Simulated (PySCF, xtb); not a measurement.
Si(H)2(OH)(NMe2) (C₂H₉NOSi), SMILES CN(C)[SiH2]O. One conformer was computed; it need not be the lowest.

Harmonic wavenumbers (cm⁻¹) from GFN2-xTB (xtb) at its own minimum, in rising order: 83, 159, 193, 208, 274, 280, 338, 390, 548, 611, 682, 760, 798, 833, 899, 1041, 1059, 1092, 1131, 1208, 1308, 1418, 1428, 1482, 1490, 1503, 1513, 2235, 2267, 2885, 2888, 2935, 2945, 3037, 3039, 3668.

### Question
What does PySCF with r2SCAN-D4/def2-SVP give at its own minimum? (The exact figures need the calculation; the answer reports its results.)

### Answer
37, 131, 205, 223, 251, 282, 353, 396, 641, 669, 753, 827, 902, 944, 960, 1025, 1085, 1111, 1163, 1238, 1319, 1422, 1447, 1453, 1456, 1482, 1509, 2209, 2227, 2957, 2964, 3016, 3027, 3115, 3123, 3866. Paired by order, the mean absolute difference is 47 cm⁻¹ and the zero-point energies are 69.5 and 71.2 kcal/mol.
